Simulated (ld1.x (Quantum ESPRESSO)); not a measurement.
What the settings do to the RRKJ potential of manganese (Mn)

Base potential:

| Property | Result |
| --- | --- |
| Element | manganese (Mn) |
| Generator | ld1.x (Quantum ESPRESSO) 7.5 |
| Type | norm-conserving RRKJ (Kleinman–Bylander form) |
| Functional | LDA (PZ) |
| Relativity | scalar-relativistic |
| Frozen core | [Ne] |
| Valence charge | 15 |
| Reference configuration | 3s2 3p6 3d5 4s1.75 4p0.25 |
| Partial waves | 3p (bound): rc 1.10 bohr; 3d (bound): rc 0.85 bohr; 3s (bound): rc 1.00 bohr |
| Local potential | the s channel |
| Core correction | a·sin(br)/r model core inside 0.40 bohr |

Occupied shells without a wave of their own: 4p, 4s. They enter only through the test configuration that unscreens the potential, and ld1.x also counts them in the model core charge.

Cutoffs, loose and tight: the cutoffs (Ry, on a coarse ladder) from which the occupation-weighted sum of valence levels, in a spherical-Bessel basis at the reference potential, stays within 10 and 1 mRy of its value at 400 Ry. They do not see the model core or the augmentation charge, which bear on the density cutoff. Test errors are all-electron minus pseudo excitation energies from the reference, over the configurations 3s2 3p6 3d5 4s2 4p0; 3s2 3p6 3d5 4s1 4p0; 3s2 3p6 3d5 4s0 4p0; 3s1 3p6 3d5 4s2 4p0; 3s2 3p6 3d3 4s0 4p0; 3s2 3p6 3d5 4s1 4p1; 3s2 3p6 3d6 4s0 4p0 (two spin-polarised tests are not counted in the largest error). A dash means not determined; rows that change the core or the reference have their own tests.

With those shells counted twice in exchange and correlation these files are broken, and their errors move erratically; no question is asked of them.

| change | outcome | cutoff, loose | cutoff, tight | bound ghosts | largest test error (meV) |
| --- | --- | --- | --- | --- | --- |
| base | generated | 200 Ry | 260 Ry | none | -2159 |
| reference 3s2 3p6 3d5 4s2 4p0 | generated | 200 Ry | 260 Ry | none | -1731 |
| wave 3s (bound): rc 1.00 bohr becomes 3s (bound): rc 1.50 bohr | generated, misses its reference levels by 1.19 eV | 200 Ry | 230 Ry | none | -8435 |
| local potential all-electron potential smoothed inside 0.90 bohr (lloc = -2) | generated | 200 Ry | 230 Ry | none | -1444 |
| all radii but the core radius scaled by about 1.34 (s 1.34, p 1.48, d 1.14 bohr) | generated, misses its reference levels by 0.68 eV | 120 Ry | 140 Ry | none | -5450 |
| wave 3d (bound): rc 0.85 bohr becomes 3d (bound): rc 1.22 bohr | generated | 140 Ry | 230 Ry | none | -2086 |
| core correction a·sin(br)/r model core inside 0.48 bohr | generated | 200 Ry | 260 Ry | none | -2158 |
